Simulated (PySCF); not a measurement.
**Relaxation of singlet SbF₃**

All numbers come from PBE/[Sb def2-TZVP with ECP28, F def2-TZVP], scalar-relativistic core potentials, density fitting, no spin–orbit coupling, PySCF. A (50,194) grid was used.

A hand-made T-shaped start, of C2v symmetry, held to at least that symmetry:

```xyz
4
charge 0 multiplicity 1, angstrom
Sb    0.0000    0.0000   -0.2331
F     0.0000    0.0000    1.8069
F     2.0388    0.0000   -0.1619
F    -2.0388    0.0000   -0.1619
```

Q: What forces act on the atoms at the start (eV/Å)?

A: 
```csv
atom,Fx,Fy,Fz
Sb1,0.00,0.00,2.19
F2,0.00,0.00,-2.24
F3,-0.78,0.00,0.02
F4,0.78,0.00,0.02
```

Q: What does it relax to?

A: It ends at C2v with Sb–F 1.906 Å, Sb–F 1.995 Å (×2); F–Sb–F 85.9° (×2), F–Sb–F 171.7° (after a last refinement on a finer grid). A frequency run shows 1 imaginary mode, down to 173i cm⁻¹, so it is a saddle point.

Q: How much energy is released, and in how many steps?

A: 20.4 kJ/mol in 5 steps.

The relaxation took 16 s on 2 threads of a shared Arm Neoverse V2 host, with 143 basis functions and 6 gradients. Launch command: `OMP_NUM_THREADS=2 python axn.py task.json out`.
